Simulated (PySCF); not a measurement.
Gas-phase reaction: 2 TiCl₃OH + Cl₂ = 2 TiCl₄ + O + H₂O. Level: PBE0/def2-QZVP†; standard pressure 1 bar.

Computed with PySCF and rigid-rotor harmonic-oscillator thermochemistry at 1 bar. † marks an energy on the PBE0/def2-TZVP geometry and frequencies. Open shells (unrestricted): O (multiplicity 3, electronic degeneracy 9); the rest are closed-shell singlets. Spin-orbit splitting is ignored; it lowers the true energy and changes the entropy of O. TiCl₃OH: computed as isolated molecules; such fragments, hydroxides, amides, oligomers or adducts are transient or little studied in the gas. The harmonic model lacks anharmonicity and excited electronic states, which grow with temperature; levels with a mode under 35 cm⁻¹ are left out. Soft modes under 120 cm⁻¹ make the harmonic entropy rough for TiCl₃OH, TiCl₄.

| T (K) | 1000/T (1/K) | log10 K |
|---|---|---|
| 1200 | 0.8333 | -9.22 |
| 1400 | 0.7143 | -7.52 |
| 1600 | 0.6250 | -6.26 |
| 1800 | 0.5556 | -5.29 |
| 2000 | 0.5000 | ? |
| 2500 | 0.4000 | -3.13 |

Q: Fit log10 K = a + b·(1000/T) to the five rows, get the mean ΔH° and ΔS°, and predict log10 K at 2000 K.

A: Means: 1000/T = 0.6256, log10 K = -6.284. Sums of products about the means: Sxy = -1.50058, Sxx = 0.106803, so b = Sxy/Sxx = -14.05 and a = -6.284 − (-14.05)×0.6256 = 2.51.
ΔH° = −R ln 10 × 1000 K × b = −19.145 × (-14.05) = 269 kJ; ΔS° = R ln 10 × a = 48 J/K. The run's own values go from 273 kJ and 51 J/K at 1200 K to 262 kJ and 45 J/K at 2500 K.
Prediction at 2000 K: 2.51 + (-14.05)×0.5000 = -4.52. The computed value is -4.51, 0.01 from the line.
For scale, ΔH°(298 K) is 281 kJ at this level, 300 kJ at ωB97M-V/def2-TZVP†, and runs from 78 to 712 kJ over the 19 levels computed.
